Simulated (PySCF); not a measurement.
# Computed records: AlBClGeH4, AlGeH7OSi, AlClGeH2N

All values are calculated (PySCF 2.14.0). Calculation on a computer-drawn molecule: optimised geometry and harmonic frequencies of an isolated molecule of the commonest isotopes, restricted reference for singlets and unrestricted otherwise, frozen core in MP2; on germanium a core potential holds 10 electrons, which the energies leave out, and 3d is frozen in MP2 and coupled-cluster steps.

Common to all runs: multiplicity 1; basis cc-pV(D+d)Z; basis and core potential on germanium cc-pVDZ-PP ECP10MDF.

(1) AlBClGeH4

Start structure:
```xyz
8
AlBClGeH4
Al    -1.9315     1.0937    -0.1518
Ge     0.3910     0.3691    -0.1124
B      1.4845    -1.3348    -0.2816
Cl     2.1936    -2.5920    -0.6148
H     -2.9756     1.2312    -1.3341
H     -2.3449     1.4124     1.3326
H      1.5778     1.3708    -0.3215
H      0.3368     0.4813     1.4613
```

Here we set charge 1 and method HF.

The calculation gives: rotational constants 4.783, 0.992, 0.8301 GHz; total energy -1021.5579 hartree; convergence status largest gradient component 7.062e-06 hartree/bohr.

Drawn bonds:
| atom | other atom | order |
| --- | --- | --- |
| 1 | 2 | 1 |
| 2 | 3 | 1 |
| 3 | 4 | 1 |
| 1 | 5 | 1 |
| 1 | 6 | 1 |
| 2 | 7 | 1 |
| 2 | 8 | 1 |

Optimised structure:
```xyz
8
AlBClGeH4
Al    -1.9493     1.0680    -0.1261
Ge     0.4911     0.5758     0.4961
B      1.1965    -1.1666    -0.5017
Cl     1.7230    -2.5043    -1.2740
H     -2.5865     0.0528    -1.1298
H     -2.5326     2.3349     0.5705
H      1.5798     1.5379     0.0171
H      0.8097     0.1334     1.9255
```

Modes:
| frequency (cm⁻¹) | reduced mass (dalton) |
| --- | --- |
| 56.5 | 7.642 |
| 80.64 | 1.025 |
| 195.4 | 2.488 |
| 255.4 | 12.49 |
| 264.9 | 5.884 |
| 306.9 | 8.627 |
| 319.5 | 1.34 |
| 453.9 | 1.275 |
| 585.8 | 1.172 |
| 693 | 1.14 |
| 698.5 | 1.088 |
| 786.4 | 1.066 |
| 932.8 | 1.024 |
| 1198 | 12.39 |
| 2056 | 1.023 |
| 2092 | 1.063 |
| 2231 | 1.016 |
| 2232 | 1.024 |

(2) AlGeH7OSi

Start structure:
```xyz
11
AlGeH7OSi
Al     1.0422     0.5080    -0.8619
Ge     0.1446     2.2049     0.8589
O     -1.4992     0.9446     0.6186
Si    -1.8030    -0.3711    -0.0045
H      2.6119     0.6269    -0.8630
H      0.2110     0.9392    -2.1266
H     -0.7427     3.5105     0.5447
H     -0.1292     2.3263     2.3701
H     -2.1561    -1.4347     0.9657
H     -2.1643    -0.4971    -1.3495
H      0.4302    -0.8943    -0.2447
```

It was run with charge 0 and method HF.

Results for AlGeH7OSi: rotational constants 2.945, 2.084, 1.281 GHz; total energy -903.2172 hartree; convergence status largest gradient component 2.326e-05 hartree/bohr.

Drawn bonds:
| atom | other atom | order |
| --- | --- | --- |
| 1 | 2 | 1 |
| 2 | 3 | 1 |
| 3 | 4 | 1 |
| 1 | 5 | 1 |
| 1 | 6 | 1 |
| 2 | 7 | 1 |
| 2 | 8 | 1 |
| 4 | 9 | 1 |
| 4 | 10 | 1 |
| 4 | 11 | 1 |

Optimised structure:
```xyz
11
AlGeH7OSi
Al     1.2391     0.9398    -0.8696
Ge    -0.2374     2.1736     0.7667
O     -1.5792     0.9178     0.8606
Si    -1.6196    -0.4821     0.0622
H      2.4029     0.0276    -0.3144
H      1.1075     1.2581    -2.4111
H     -0.9455     3.4656     0.3373
H      0.2186     2.3621     2.2197
H     -1.5830    -1.6697     0.9347
H     -2.7224    -0.5846    -0.9106
H     -0.3357    -0.5452    -0.7678
```

Modes:
| frequency (cm⁻¹) | reduced mass (dalton) |
| --- | --- |
| 81.98 | 3.683 |
| 108.3 | 6.467 |
| 140 | 1.018 |
| 248.2 | 7.412 |
| 325.6 | 1.025 |
| 330.5 | 10.44 |
| 387.8 | 1.06 |
| 522.1 | 3.158 |
| 525.9 | 1.191 |
| 613.8 | 1.381 |
| 709.9 | 1.048 |
| 748.6 | 1.192 |
| 772.9 | 1.188 |
| 816.7 | 1.101 |
| 871.9 | 1.208 |
| 965.6 | 1.046 |
| 1007 | 1.056 |
| 1041 | 2.715 |
| 1051 | 1.25 |
| 1128 | 1.113 |
| 1985 | 1.024 |
| 1990 | 1.061 |
| 2037 | 1.035 |
| 2201 | 1.024 |
| 2213 | 1.016 |
| 2344 | 1.053 |
| 2351 | 1.027 |

(3) AlClGeH2N

Start structure:
```xyz
6
AlClGeH2N
Al     0.2323    -1.4822    -2.3986
N      0.1879    -0.0895    -1.4133
Ge    -0.2638     1.5845    -1.0241
Cl    -1.4555     2.7343    -2.2979
H      0.2446    -2.7295    -3.3002
H      0.2516     2.0675     0.2519
```

Here we set charge 1 and method HF.

Results for AlClGeH2N: rotational constants 7.969, 1.321, 1.133 GHz; total energy -1050.1986 hartree; convergence status largest gradient component 2.82e-05 hartree/bohr.

Drawn bonds:
| atom | other atom | order |
| --- | --- | --- |
| 1 | 2 | 2 |
| 2 | 3 | 1 |
| 3 | 4 | 1 |
| 1 | 5 | 1 |
| 3 | 6 | 1 |

Optimised structure:
```xyz
6
AlClGeH2N
Al     0.2043    -1.4856    -2.4448
N      0.0365    -0.0309    -1.6675
Ge    -0.2562     1.5077    -1.0595
Cl    -1.4193     2.8839    -2.1215
H      0.3830    -2.8494    -3.1347
H      0.2488     2.0594     0.2459
```

Modes:
| frequency (cm⁻¹) | reduced mass (dalton) |
| --- | --- |
| 63.5 | 8.85 |
| 134 | 4.83 |
| 250 | 10.97 |
| 461.1 | 1.177 |
| 467 | 1.197 |
| 472.1 | 27.26 |
| 537.9 | 1.149 |
| 559.7 | 19.92 |
| 798.1 | 1.042 |
| 1346 | 13.14 |
| 2175 | 1.052 |
| 2367 | 1.021 |

(4) AlClGeH2N

Start structure:
```xyz
6
AlClGeH2N
Al     0.2043    -1.4856    -2.4448
N      0.0365    -0.0309    -1.6675
Ge    -0.2562     1.5077    -1.0595
Cl    -1.4193     2.8839    -2.1215
H      0.3830    -2.8494    -3.1347
H      0.2488     2.0594     0.2459
```

Here we set charge 1 and method MP2.

The calculation gives: rotational constants 6.149, 1.448, 1.172 GHz; total energy -1050.6297 hartree; convergence status largest gradient component 9.582e-06 hartree/bohr.

Drawn bonds:
| atom | other atom | order |
| --- | --- | --- |
| 1 | 2 | 2 |
| 2 | 3 | 1 |
| 3 | 4 | 1 |
| 1 | 5 | 1 |
| 3 | 6 | 1 |

Optimised structure:
```xyz
6
AlClGeH2N
Al     0.1731    -1.4365    -2.4649
N      0.2344    -0.1204    -1.3869
Ge    -0.2229     1.4944    -1.0102
Cl    -1.4191     2.6736    -2.2772
H      0.2378    -2.7328    -3.3040
H      0.1937     2.2067     0.2611
```

Modes:
| frequency (cm⁻¹) | reduced mass (dalton) |
| --- | --- |
| 52.87 | 9.108 |
| 99.85 | 5.637 |
| 211.5 | 15.89 |
| 414.8 | 1.148 |
| 418 | 1.185 |
| 460.9 | 27.57 |
| 490.4 | 1.114 |
| 552.9 | 17.88 |
| 742.8 | 1.037 |
| 1206 | 13.38 |
| 2116 | 1.051 |
| 2287 | 1.021 |
